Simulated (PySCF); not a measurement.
Structure elucidation problem

Molecular formula: CH$_{7}$FNPSi$_{2}$. Simulated spectra:

1H NMR (400 MHz, computed): δ 8.17 (m, 1H), 4.88 (m, 6H).

13C{1H} NMR (computed): δ 192.7 (CH).

Non-relativistic Hamiltonian, fast rotation and ring inversion assumed for equivalent nuclei, no solvent model, single conformer. Geometry: GFN2-xTB; shielding tensors at PBE0/pcSseg-1 (GIAO); PySCF 2.14.0 with density-fitted response routines.

References, each an isolated molecule treated in the same way: TMS for 1H (σ = 31.72 ppm), 13C (σ = 186.93 ppm).

Question: Deduce the structure.

Answer: 
- Carbon types of the structure: 1 × CH, leaving 6 H on heteroatoms.
- δC 192.7: carbon double-bonded to a heavier main-group atom.
- δH 8.17: hydrogen on a carbon double-bonded to a heavier main-group atom.
- δH 4.88: hydrogen on a silicon bonded to N.

Structure: `InChI=1S/CH7FNPSi2/c2-1-4-3(5)6/h1H,5-6H3`.

The data come from this structure; uniqueness wasn't tested.

Splittings by 19F and 31P in the carbon and heteronuclear signals aren't shown, as no couplings were computed. Shifts are as computed. Against solution values, carbons near 30 ppm lie about +3 ppm off and those near 130 ppm about +5 ppm. Of 1211 compounds with measured shifts, 218 miss one by over three times the rms of a fit or turn the order of signals round; such compounds aren't used in these exercises. Multiplicities follow the n + 1 count of equivalent neighbours, as no J values were calculated; m marks all less simple cases, F and P coupling included.
